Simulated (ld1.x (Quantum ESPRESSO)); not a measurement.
**Which change was made? (Zr, TM)**

Zr, norm-conserving Troullier–Martins (Kleinman–Bylander form), made with ld1.x (Quantum ESPRESSO) 7.5 (PBE, scalar-relativistic). Core [Kr], reference 4d2 5s1 5p0 (charge +1). Waves: 5p (bound, empty): rc 3.35 bohr; 4d (bound): rc 1.85 bohr; 5s (bound): rc 2.40 bohr. Local part: the s channel. Core correction: Bessel-smoothed model core inside 1.10 bohr.

Cutoffs, loose and tight: the cutoffs (Ry, on a coarse ladder) from which the occupation-weighted sum of valence levels, in a spherical-Bessel basis at the reference potential, stays within 10 and 1 mRy of its value at 400 Ry. They do not see the model core or the augmentation charge, which bear on the density cutoff. Test errors are all-electron minus pseudo excitation energies from the reference, over the configurations 4d2 5s2 5p0; 4d2 5s0 5p0; 4d1 5s0 5p0; 4d2 5s1.5 5p0; 4d2.5 5s1.5 5p0; 4d1 5s2 5p1; 4d1 5s2 5p0; variants that change the core or the reference have their own tests. The largest error is taken over the tests solved by every variant that gives reliable tests at all, those not shown here included: 4d1 5s0 5p0; 4d1 5s2 5p1; 4d2 5s0 5p0; 4d2 5s1.5 5p0; 4d2 5s2 5p0; 4d2.5 5s1.5 5p0.

The base gives: outcome: generated; cutoff, loose: 30 Ry; cutoff, tight: 40 Ry; bound ghosts: none; largest test error (meV): -319.

After one change the result is: outcome: generated; cutoff, loose: 30 Ry; cutoff, tight: 40 Ry; bound ghosts: p; largest test error (meV): -319. Which change was it?
A. local potential the d channel
B. wave 5p (bound): rc 3.35 bohr becomes 5p (bound): rc 2.20 bohr
C. wave 4d (bound): rc 1.85 bohr becomes 4d (bound): rc 1.28 bohr

B. The others give: wave 4d (bound): rc 1.85 bohr becomes 4d (bound): rc 1.28 bohr → outcome: generated; cutoff, loose: 60 Ry; cutoff, tight: 90 Ry; bound ghosts: none; largest test error (meV): -320 | local potential the d channel → outcome: generated; cutoff, loose: 30 Ry; cutoff, tight: 40 Ry; bound ghosts: s, p; largest test error (meV): -272.
